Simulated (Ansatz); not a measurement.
Reaction (substitution at a C–In bond): `Cl[CH](Cl)[InH2]` + H–F → `FC(Cl)Cl` + `[InH3]`

Isolated molecules relaxed with PBE0-D4/def2-TZVP in Ansatz; ΔE leaves out vibrations. CCSD(T)/CBS is the MP2 limit (def2-TZVPP, def2-QZVPP) plus CCSD(T) − MP2 in def2-TZVPP, frozen cores. This one scheme is used for every species. DFT in def2-TZVPP. HSE06 is defined as in plane-wave codes. def2 core potentials past Kr. For In outer-core shells are correlated without core-valence functions, which leaves a few kJ/mol of doubt a bond.

`Cl[CH](Cl)[InH2]`:

Cartesian coordinates in Å:
```
Cl 0.517 -2.252 0.251
C 0.451 -0.527 0.627
Cl -0.791 -0.183 1.891
In -0.325 0.776 -0.950
H 1.403 -0.265 1.080
H -1.549 0.075 -1.917
H 0.294 2.376 -0.983
```

H–F:

```xyz
2

F    -0.124   -0.120    0.427
H     0.124    0.120   -0.427
```

`FC(Cl)Cl`:

Z-matrix (Å, degrees):
```
C
F 1 1.340
Cl 1 1.759 2 109.4
Cl 1 1.759 2 109.4 3 -122.5
H 1 1.088 2 109.7 3 118.7
```

`[InH3]`:

Z-matrix (Å, degrees):
```
In
H 1 1.724
H 1 1.724 2 120.0
H 1 1.724 2 120.0 3 -180.0
```

Is it downhill or uphill in electronic energy at CCSD(T)/CBS, and by how much? (An estimate is asked.)

Computed: Uphill: ΔE = +75.9 kJ/mol.

What do these levels give: B97M-V, ωB97M-V, PBE-QIDH, HSE06, CCSD/def2-SVP, HF/def2-QZVPP? (An estimate is asked.)

Computed: B97M-V 35.7, ωB97M-V 49.7, PBE-QIDH 60.3, HSE06 49.0, CCSD/def2-SVP 37.6, HF/def2-QZVPP 34.5 kJ/mol.

Largest T1 diagnostic among the species: 0.014.

Leaving LDA and LC-ωPBE aside and taking each functional with its dispersion term where it has one, the values spread over 24.6 kJ/mol, from B97M-V to PBE-QIDH. LDA lies −6.0 kJ/mol from PBE without D4. At CCSD(T), def2-SVP lies −37.7 kJ/mol from the extrapolated value and def2-TZVPP −12.7 kJ/mol.
